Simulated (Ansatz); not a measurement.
System: difluorosilane, sum formula SiH2F2 (charge 0, singlet). 
Structure (B3LYP-D3(BJ)/def2-TZVP (Ansatz, a quantum-chemistry and plane-wave program) minimum search):
```xyz
5

Si     0.0045     0.4472     0.0371
F      1.2746    -0.5098     0.1000
F     -1.2843    -0.4609    -0.1805
H     -0.1239     1.1373     1.3283
H      0.1487     1.3379    -1.1230
```

Basis-set convergence of Hartree-Fock and MP2 correlation energies (hartree) with Ansatz. Correlated levels leave the core frozen unless marked. No spin-orbit coupling. Non-relativistic.

```tsv
basis	functions	E(HF)	E(corr, MP2)
aug-cc-pV(D+d)Z	96	-489.13325	-0.51376
aug-cc-pV(T+d)Z	193	-489.21072	-0.64325
aug-cc-pV(Q+d)Z	341	-489.23048	-0.69241
```

Extrapolating the two largest sets (X = 3 and 4) as X^-3: E(corr) = (64·(-0.69241) - 27·(-0.64325))/37 = -0.7283 Eh, an estimate of the basis-set limit. The largest set recovers 95.1 % of it, the smallest 70.5 %.
